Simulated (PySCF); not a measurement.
**C₆ coefficients of unlike pairs at UHF**

Calculated with PySCF 2.14 from the dipole response of each species, C₆(A,B) = (3/π) ∫ α_A(iu) α_B(iu) du, in atomic units, from isotropic polarisabilities. For ions this is the dispersion term alone; charge-induced terms of lower order in 1/R come first.

| species | configuration | basis | relativity | α (bohr³) | C₆ (like pair) |
| --- | --- | --- | --- | --- | --- |
| Cl⁺ | [Ne] 3s2 3p4 (3P) | def2-QZVPPD (10s7p5d2f1g) | none | 8.552 | 40.32 |
| Co⁺ | [Ar] 3d8 (3F) | def2-QZVPPD (11s6p5d4f2g) | none | 6.588 | 22.25 |
| Si⁺ | [Ne] 3s2 3p1 (2P) | aug-cc-pCVTZ-DK with one added diffuse shell each of s, p, d, f type (9s8p6d4f) | spin-free X2C | 19.56 | 105.3 |
| C⁺ | [He] 2s2 2p1 (2P) | aug-cc-pVTZ with one added diffuse shell each of s, p, d, f type (6s5p4d3f) | none | 6.302 | 14.99 |

Q: Estimate C₆ for C⁺ with Cl⁺.

A: The integral gives 24.32. The combination rule 2 C_A C_B / (C_A α_B/α_A + C_B α_A/α_B) gives 24.15 and the geometric mean 24.58.

No spin-orbit coupling is included.

The other pairs:

```
    pair     C₆
Si⁺, Co⁺  44.74
 C⁺, Si⁺  39.04
Co⁺, Cl⁺  29.60
 C⁺, Co⁺  17.77
Si⁺, Cl⁺  61.60
```
